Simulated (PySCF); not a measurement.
C3H10O3Si, SMILES O([SiH](OC)OC)C (GFN2-xTB optimised geometry):

```
17

C      0.667    -1.816    -0.442
O      1.030    -0.661     0.257
Si     0.534     0.857     0.000
O     -1.083     0.857     0.000
C     -1.945     1.957     0.000
O      1.032     1.761     1.245
C      2.329     1.893     1.751
H     -0.414    -1.859    -0.586
H      1.155    -1.838    -1.419
H      0.992    -2.677     0.144
H      1.060     1.374    -1.266
H     -1.655     2.677     0.766
H     -1.930     2.453    -0.974
H     -2.952     1.592     0.204
H      2.782     0.914     1.913
H      2.952     2.460     1.056
H      2.264     2.428     2.699
```

Computed with CAM-B3LYP/def2-SVP in PySCF.

Question: What are the frontier orbital energies and the dipole moment?

Answer: HOMO-2 -9.51 eV, HOMO-1 -9.50 eV, HOMO -9.41 eV, LUMO 3.03 eV, LUMO+1 3.05 eV; dipole moment 0.74 D.

Meta-Löwdin charges at CAM-B3LYP/def2-SVP: C1 -0.06, O2 -0.61, Si3 1.34, O4 -0.61, C5 -0.06, O6 -0.61, C7 -0.06, H8 0.09, H9 0.09, H10 0.11, H11 -0.18, H12 0.10, H13 0.09, H14 0.11, H15 0.10, H16 0.09, H17 0.11.
